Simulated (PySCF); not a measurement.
C3H10N2Sn, SMILES C=[CH][Sn]([CH3])([NH2])[NH2], GFN2-xTB optimised geometry.

```
16

C     -2.18    -2.49    -2.27
C     -0.96    -2.36    -1.78
Sn    -0.44    -1.23     0.00
C     -1.08    -2.05     1.91
N      1.60    -1.23     0.00
N     -1.03     0.75     0.00
H     -3.04    -2.03    -1.81
H     -2.38    -3.07    -3.16
H     -0.13    -2.84    -2.27
H     -0.44    -2.87     2.18
H     -2.10    -2.40     1.85
H     -1.01    -1.28     2.67
H      1.99    -0.74     0.80
H      2.02    -0.79    -0.82
H     -0.87     1.23    -0.88
H     -2.02     0.88     0.21
```

Density from PySCF with PBE0/def2-TZVP, def2 effective core potentials past Kr at that geometry. The core electrons that the potentials of Sn replace are not part of the density.

Minimum of the electron density along straight lines between bonded atoms, close to the bond critical point (lines longer than 1.1 times the sum of covalent radii, or with two minima, are not listed):

```tsv
bond	length / Å	ρ at the minimum / e bohr⁻³	∇²ρ there / e bohr⁻⁵	position (fraction from the first atom)
C1–C2	1.318	___	-1.12	0.50
C2–Sn3	2.176	0.102	0.11	0.50
Sn3–C4	2.176	0.101	___	0.51
Sn3–N5	2.041	0.116	0.32	0.51
Sn3–N6	2.069	0.109	0.29	0.51
C1–H7	1.078	0.288	-1.03	0.64
C1–H8	1.081	0.285	-1.01	0.64
C2–H9	1.080	0.285	-1.00	0.65
C4–H10	1.083	0.278	-0.94	0.64
C4–H11	1.084	0.277	-0.94	0.64
C4–H12	1.083	0.278	-0.94	0.64
N5–H13	1.012	0.334	-1.58	0.73
N5–H14	1.012	0.334	-1.56	0.73
N6–H15	1.013	0.334	-1.58	0.73
N6–H16	1.012	0.335	-1.57	0.73
```

Task: Fill in the missing entries.

Result: 
- C1–C2, ρ at the minimum / e bohr⁻³: 0.360
- Sn3–C4, ∇²ρ there / e bohr⁻⁵: 0.09
